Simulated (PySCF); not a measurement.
**ZnO and its ions**

B3LYP; PySCF, no relativity, basis sets Zn def2-SVPD, O def2-SVPD. Neutral (UKS): triplet (σ ↑, π ↑), Re = 1.888 Å, ωe = 512 cm⁻¹, De = 1.68 eV, HOMO -6.33 eV, LUMO -4.13 eV.

ZnO⁻ (UKS): doublet (σ ↑), Re = 1.787 Å, ωe = 597 cm⁻¹, De = 2.11 eV to Zn + O⁻. The energies at the minima are -1854.25676 hartree for ZnO and -1854.33585 for ZnO⁻.

Question: Work out the adiabatic electron affinity, without and with harmonic zero-point energies (1 hartree = 27.2114 eV, 1 eV = 8065.5 cm⁻¹), and the change of the bond length.

Answer: At B3LYP: 0.07909 hartree = 2.152 eV between the minima; the zero-point term (512.0 − 597.0)/2 cm⁻¹ = -0.005 eV makes it 2.147 eV. Re changes by -10.1 pm against the neutral. The electron enters a π orbital; the charge polarises the partner, so the anion is bound more strongly.

For an ion De counts to the pair picked by the measured ionisation energies or electron affinities, which need not be the lowest pair at this level. States were picked by a PBE0 search and need not be the measured ground states.
